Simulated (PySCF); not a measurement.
## NMR parameters of Si(vinyl)3(tBu)

Si(vinyl)3(tBu), C10H18Si, point group C1.

Cartesian coordinates in Å; atom numbers follow the order of the lines, from 1:
```xyz
29

Si    0.203    0.356    0.165
C     0.302    0.257    2.037
C    -0.029    1.267    2.851
H     0.658   -0.674    2.498
H    -0.385    2.226    2.457
H     0.041    1.187    3.942
C     1.941    0.447   -0.539
C     3.030    0.684    0.201
H     2.079    0.307   -1.620
H     2.963    0.840    1.284
H     4.035    0.736   -0.235
C    -0.742    1.903   -0.318
C    -0.174    2.978   -0.879
H    -1.824    1.939   -0.130
H     0.902    3.013   -1.087
H    -0.749    3.870   -1.151
C    -0.690   -1.190   -0.524
C    -0.797   -1.072   -2.046
C    -2.090   -1.279    0.088
C     0.115   -2.440   -0.157
H    -1.327   -1.947   -2.465
H    -1.353   -0.170   -2.349
H     0.193   -1.030   -2.528
H    -2.711   -0.408   -0.176
H    -2.056   -1.343    1.187
H    -2.616   -2.178   -0.283
H     0.195   -2.573    0.934
H     1.138   -2.404   -0.563
H    -0.373   -3.345   -0.562
```

GIAO calculations in PySCF 2.14 on the PBE0-D3(BJ)/def2-SVP structure: isolated species, non-relativistic, equivalent atoms averaged; basis pcSseg-1.

(1) Give the isotropic shieldings (ppm) with B3LYP, PBE0.

(2) And the chemical shifts, against references computed in the same way?

(3) Which part of the shielding of Si1 depends on the functional?

Results:

(1) 
```
                              atoms                           environment  B3LYP   PBE0
                                Si1                 silicon bonded to 4 C  343.4  357.6
                          C3/C8/C13               carbon bonded to C, 2 H   32.4   36.1
                          C2/C7/C12             carbon bonded to C, Si, H   36.4   42.5
                        C18/C19/C20               carbon bonded to C, 3 H  150.7  156.6
                                C17              carbon bonded to 3 C, Si  159.6  166.5
                          H4/H9/H14  hydrogen on a carbon bonded to C, Si  25.02  24.80
              H5/H6/H10/H11/H15/H16      hydrogen on a carbon bonded to C  25.17  24.91
H21/H22/H23/H24/H25/H26/H27/H28/H29      hydrogen on a carbon bonded to C  30.39  30.29
                 HOMO–LUMO gap (eV)                                     –   6.58   6.97
```

(2) 
| atoms | nucleus, reference | B3LYP | PBE0 |
| --- | --- | --- | --- |
| Si1 | ²⁹Si, TMS | -5.5 | -5.6 |
| C3/C8/C13 | ¹³C, TMS | 146.8 | 148.3 |
| C2/C7/C12 | ¹³C, TMS | 142.9 | 141.9 |
| C18/C19/C20 | ¹³C, TMS | 28.5 | 27.8 |
| C17 | ¹³C, TMS | 19.6 | 17.9 |
| H4/H9/H14 | ¹H, TMS | 6.36 | 6.47 |
| H5/H6/H10/H11/H15/H16 | ¹H, TMS | 6.21 | 6.36 |
| H21/H22/H23/H24/H25/H26/H27/H28/H29 | ¹H, TMS | 0.99 | 0.98 |

(3) Diamagnetic: B3LYP 887, PBE0 886 ppm; paramagnetic: B3LYP -543, PBE0 -529 ppm. The diamagnetic part, set mainly by inner electrons, hardly moves; the paramagnetic part goes with low-lying magnetically allowed excitations and carries the spread.
